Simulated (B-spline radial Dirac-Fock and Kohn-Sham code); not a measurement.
## Photoemission from Sr at Cu Kα (8047.8 eV), detector at θ = 60°, φ = 180°

System: neutral strontium in the configuration [Kr] 5s2. Method: Dirac-Hartree-Slater photoionisation with a Latter tail; cross sections with all multipoles, angular parameters from the dipole term and its interference with E2. Computed with a radial atomic solver. Thresholds are tabulated edges, those marked * orbital energies of the model. For linearly polarised light dσ/dΩ = σ/(4π) [1 + β P₂(cos θ) + (δ + γ cos²θ) sin θ cos φ], with θ from the polarisation vector and φ the angle between the beam and the projection of the electron momentum on the plane normal to the polarisation. The dipole factor is 1 + βP₂ and the non-dipole term is the rest of the bracket. Open shells are filled statistically over j.

Input file task.json (cfg lists n, l and occupation; rrms is the nuclear radius in fm):

```json
{"items": [{
  "Z": 38,
  "q": 0,
  "cfg": [[1, 0, 2], [2, 0, 2], [2, 1, 6], [3, 0, 2], [3, 1, 6], [3, 2, 10], [4, 0, 2], [4, 1, 6], [5, 0, 2]],
  "A": 88,
  "rrms": 4.224,
  "do": "xps",
  "hv": [64.5, 65.8, 74.2, 98.8, 100, 150, 197.0, 300, 305.0, 423.0, 526.0, 558.0, 599.0, 684.0, 754.0, 795.0, 1110.0, 1150.0, 2370.0, 2440.0, 2990.0, 3200.0, 5210.0, 5414.7, 6000, 8047.8, 9251.7, 9570.0, 13100.0, 15000],
  "edges": {"K": 16105.0, "L1": 2216.0, "L2": 2007.0, "L3": 1940.0, "M1": 358.7, "M2": 280.3, "M3": 270.0, "M4": 136.0, "M5": 134.2}
}]}
```

Command: `python xray2_run.py task.json out`

```
subshell  threshold (eV)  σ (kb)     β     γ      δ  dipole factor  non-dipole term  dσ/dΩ (kb/sr)
      2s          2216.0    5.34  2.00  0.51  0.000          0.750           -0.110          0.272
   2p1/2          2007.0    2.96  1.23  1.30  0.101          0.847           -0.370          0.112
   2p3/2          1940.0    5.28  1.25  1.34  0.100          0.844           -0.377          0.196
      3s           358.7   0.905  2.00  0.72  0.000          0.750           -0.156         0.0428
   3p1/2           280.3   0.427  1.15  1.33  0.099          0.856           -0.374         0.0164
   3p3/2           270.0   0.763  1.17  1.36  0.098          0.854           -0.380         0.0288
   3d3/2           136.0  0.0609  0.58  1.26  0.350          0.928           -0.576        0.00171
   3d5/2           134.2  0.0858  0.57  1.25  0.357          0.929           -0.580        0.00238
      4s          45.69*   0.132  2.00  0.75  0.000          0.750           -0.163        0.00619
   4p1/2          27.78*  0.0502  1.14  1.33  0.099          0.858           -0.374        0.00193
   4p3/2          26.49*  0.0894  1.16  1.36  0.098          0.855           -0.380        0.00338
      5s           4.89*  0.0105  2.00  0.76  0.000          0.750           -0.164       0.000489
```
